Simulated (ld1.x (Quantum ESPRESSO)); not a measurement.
**Zn (Z = 30), ultrasoft: configuration errors across variants**

Zn, ultrasoft, made with ld1.x (Quantum ESPRESSO) 7.5 (revPBE, scalar-relativistic). Core [Ne], reference 3s2 3p6 3d10 4s2 4p0. Waves: 3s (bound): rcut 1.10, rcutus 1.30 bohr; 4s (bound): rcut 1.10, rcutus 1.30 bohr; 3p (bound): rcut 1.00, rcutus 1.10 bohr; 4p (bound, empty): rcut 1.00, rcutus 1.10 bohr; 3d (bound): rcut 0.95, rcutus 1.05 bohr; 3d channel at 1.4 Ry: rcut 0.95, rcutus 1.05 bohr. Local part: all-electron potential smoothed inside 1.05 bohr (lloc = -1). Core correction: none. Augmentation charge: built from norm-conserving waves at rcut, not smoothed further.

All-electron excitation energies from the reference (eV): (1) 3s2 3p6 3d10 4s1 4p0 9.775; (2) 3s2 3p6 3d10 4s0 4p0 28.040; (3) 3s2 3p6 3d9 4s0 4p0 68.450; (4) 3s2 3p6 3d10 4s0 4p1 16.062; (5) 3s1 3p6 3d10 4s2 4p0 138.085; (6) 3s2 3p6 3d10 4s1.5 4p0 3.893; (7) 3s2 3p6 3d10 4s1 4p1 5.056.

The overlap operator is not positive definite (basis up to 400 Ry) in “base”, “waves 3s (bound): rcut 1.10, rcutus 1.46 bohr; 4s (bound): rcut 1.10, rcutus 1.46 bohr”, “waves 3d (bound): rcut 0.95, rcutus 1.02 bohr; 3d channel at 1.4 Ry: rcut 0.95, rcutus 1.02 bohr”, “augmentation PSQ, inside the norm-conserving radii”. Such files are unfit for use, however small their errors in these radial tests.

3 further variants failed, have other tests or too few solved ones, and are left out.

The file “base” misses its own reference levels by 1.0 eV. The file “waves 3s (bound): rcut 1.10, rcutus 1.46 bohr; 4s (bound): rcut 1.10, rcutus 1.46 bohr” misses its own reference levels by 2.8 eV. The file “waves 3d (bound): rcut 0.95, rcutus 1.02 bohr; 3d channel at 1.4 Ry: rcut 0.95, rcutus 1.02 bohr” misses its own reference levels by 1.0 eV.

Errors AE − PS in meV (a dash: test not solved or not reliable):

| change | (1) | (2) | (3) | (4) | (5) | (6) | (7) | bound ghosts |
| --- | --- | --- | --- | --- | --- | --- | --- | --- |
| base | +1411 | +4098 | +6041 | +2993 | -755 | +563 | +1200 | not determined (overlap not positive) |
| waves 3s (bound): rcut 1.10, rcutus 1.46 bohr; 4s (bound): rcut 1.10, rcutus 1.46 bohr | +1721 | +4907 | +4850 | +3806 | -3214 | +693 | +1589 | not determined (overlap not positive) |
| waves 3d (bound): rcut 0.95, rcutus 1.02 bohr; 3d channel at 1.4 Ry: rcut 0.95, rcutus 1.02 bohr | +1411 | +4098 | +6041 | +2992 | -752 | +563 | +1200 | not determined (overlap not positive) |
| augmentation PSQ, inside the norm-conserving radii | -1.3 | -1.9 | -197 | -0.2 | -163 | -0.5 | -0.4 | not determined (overlap not positive) |

Task: Give the same row for: local potential all-electron potential smoothed inside 0.78 bohr (lloc = -1).

Result: +1484, +4222, +4153, +3165, -2796, +598, +1278; bound ghosts: not determined (overlap not positive). Its overlap operator is not positive definite in a basis up to 400 Ry (lowest eigenvalue s -0.18, p -0.23), so the file is unfit for use: the generalised eigenproblem breaks down once the basis is large enough, and its test numbers describe a broken file.
